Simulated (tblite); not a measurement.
Species: C6H7O3P.
Structure used (GFN2-xTB), in Å, numbered top down from 1:
```
atom  x, y, z in Å
C1     3.1427   -0.0643   -0.0170
O2     1.8679    0.5531    0.0603
C3     0.8150   -0.2703   -0.0370
O4     0.9061   -1.4659   -0.1835
C5    -0.4537    0.4605    0.0574
O6    -0.4087    1.7944    0.2180
C7    -1.6294    2.3132    0.2828
P8    -2.9345    1.2096    0.1528
C9    -1.7205   -0.0745   -0.0041
C10   -2.0297   -1.5195   -0.1777
H11    3.2600   -0.5761   -0.9745
H12    3.2599   -0.7949    0.7861
H13    3.8718    0.7353    0.0827
H14   -1.6670    3.3819    0.4109
H15   -1.5902   -2.0995    0.6323
H16   -1.5918   -1.8906   -1.1030
H17   -3.1051   -1.6804   -0.1961
```

Computed values, GFN2-xTB/tblite, gas phase, harmonic and unscaled. Against measured fundamentals such values can be off by several per cent, at times by over 20. One conformer, not necessarily the lowest.

Harmonic wavenumbers (cm⁻¹): 25.1, 42.2, 63.8, 101.7, 121.8, 183.9, 249.3, 266.5, 298.1, 366.9, 455.8, 458.5, 551.9, 572.3, 713.8, 725.9, 728.9, 746.3, 857.0, 931.5, 995.1, 1017.9, 1085.4, 1118.8, 1124.1, 1151.9, 1175.9, 1210.7, 1267.3, 1303.8, 1387.7, 1402.0, 1440.7, 1452.1, 1462.7, 1463.3, 1505.7, 1736.4, 2975.4, 2988.1, 3009.4, 3028.5, 3035.5, 3047.9, 3110.4.

A = 2410, B = 792.1, C = 600.6 MHz; mass 158.013 u (most abundant isotopes); point group Cs, symmetry number 1.

**Question.** What is the zero-point energy?

**Answer.** Half the sum of the wavenumbers: 26479 cm⁻¹ = 75.71 kcal/mol.

**Question.** Give the ideal-gas entropy at 350 K and 1 bar in the rigid-rotor, harmonic-oscillator model (classical rotation).

**Answer.** Translation 41.90, rotation 30.50, vibration 40.24: S = 112.6 cal/(mol K).

**Question.** And Cp and H(350 K) − H(0)?

**Answer.** Cp = 43.21 cal/(mol K), of which vibrations give 35.27 (their classical limit is 45 R = 89.4); H(350 K) − H(0) = 9.47 kcal/mol without the zero-point energy, 6.69 from vibrations.

**Question.** Blend soft modes into free rotors: weight 1/[1 + (100 cm⁻¹/ν̃)⁴] for the oscillator and the rest for a rotor with moment μB/(μ + B), μ = h/(8π²ν), B = 10⁻⁴⁴ kg m². What vibrational entropy results?

**Answer.** 35.03 cal/(mol K) in place of 40.24, which changes −T·S at 350 K by +1.82 kcal/mol.

**Question.** What must be added to the electronic energy to get the Gibbs energy at 350 K and 1 bar?

**Answer.** ZPE + [H(350 K) − H(0)] − T·S = 75.71 + 9.47 − 39.43 = 45.75 kcal/mol.

**Question.** How do the functions run with temperature in this model?

**Answer.** 
```tsv
T (K)	S (cal/(mol K))	Cp (cal/(mol K))	H − H(0) (kcal/mol)	G − H(0) (kcal/mol)	ln q(vib)
100	75.5	20.6	1.49	-6.06	3.09
200	92.6	29.7	4.00	-14.51	6.32
300	106.3	38.7	7.42	-24.48	9.24
500	130.1	54.9	16.87	-48.18	14.63
800	159.6	70.1	35.85	-91.80	22.01
1000	175.9	76.4	50.55	-125.39	26.47
```

q(vib) and H(0) count from the zero-point level.

Hindered rotation and anharmonicity are outside this model. Other conformers, if any are populated, would add a mixing term that is left out.

The run took 0.53 s on one thread of an Arm Neoverse V2, no GPU (shared host). The figure is for the frequency step alone.
